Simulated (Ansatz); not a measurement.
Isolated molecules relaxed with PBE0-D4/def2-TZVP in Ansatz; ΔE leaves out vibrations. CCSD(T)/CBS adds triple-zeta CCSD(T) − MP2 to the extrapolated MP2 energy (def2 sets, frozen cores). DFT in def2-TZVPP. For Se outer-core shells are correlated without core-valence functions, which leaves a few kJ/mol of doubt a bond. Scalar relativity is left out up to krypton. One conformer a species, not always the lowest.

Consider the redistribution: `N=C(S)[SiH2]O` + `O[SiH](F)[SeH]` → `N=C([SiH3])S` + `O[Si](O)(F)[SeH]`.

`N=C(S)[SiH2]O`:

```xyz
10

N     0.329   -0.789    1.441
C    -0.103    0.176    0.737
S    -0.812    1.645    1.409
Si    0.076   -0.090   -1.134
O     0.765   -1.563   -1.276
H     0.239   -0.659    2.450
H    -1.066    2.252    0.237
H    -1.267   -0.023   -1.765
H     0.921    0.993   -1.700
H     0.917   -1.942   -0.398
```

`O[SiH](F)[SeH]`:

Cartesian coordinates in Å:
```
O -0.543 1.349 0.283
Si -0.464 -0.274 0.216
F -1.695 -0.889 -0.585
Se 1.335 -1.018 -0.944
H -0.349 1.842 -0.517
H -0.532 -0.736 1.611
H 2.248 -0.273 -0.064
```

`N=C([SiH3])S`:

Z-matrix (Å, degrees):
```
Si
C 1 1.894
H 1 1.479 2 109.4
H 1 1.487 2 108.5 3 -121.4
H 1 1.486 2 108.3 3 121.3
S 2 1.778 1 118.2 3 169.3
N 2 1.266 1 118.6 3 -12.8
H 6 1.343 2 97.5 1 -6.8
H 7 1.023 2 113.7 1 -178.7
```

`O[Si](O)(F)[SeH]`:

```xyz
8

O    -1.313   -0.703    0.455
Si    0.033    0.163    0.154
O     0.870    0.204    1.540
F    -0.380    1.626   -0.311
Se    1.348   -0.673   -1.480
H    -1.858   -0.971   -0.286
H     0.391   -0.014    2.342
H     0.909    0.370   -2.414
```

| level | ΔE (kcal/mol) |
| --- | --- |
| r2SCAN-D4 | -1.8 |
| PBE0-D4 | -1.8 |
| PBE | -1.1 |
| r2SCAN | -1.8 |
| CCSD(T)/def2-TZVPP | -2.1 |
| HF/def2-QZVPP | -2.5 |
| HF/CBS(def2) | -2.5 |
| MP2/CBS(def2) | -1.4 |

Q: What does CCSD(T)/CBS give? (An estimate is asked.)

A: The calculation gave: -2.0 kcal/mol. The listed levels differ from it by 0.2, 0.2, 0.9, 0.2, -0.1, -0.5, -0.5, 0.6 kcal/mol.

Largest T1 diagnostic among the species: 0.014.
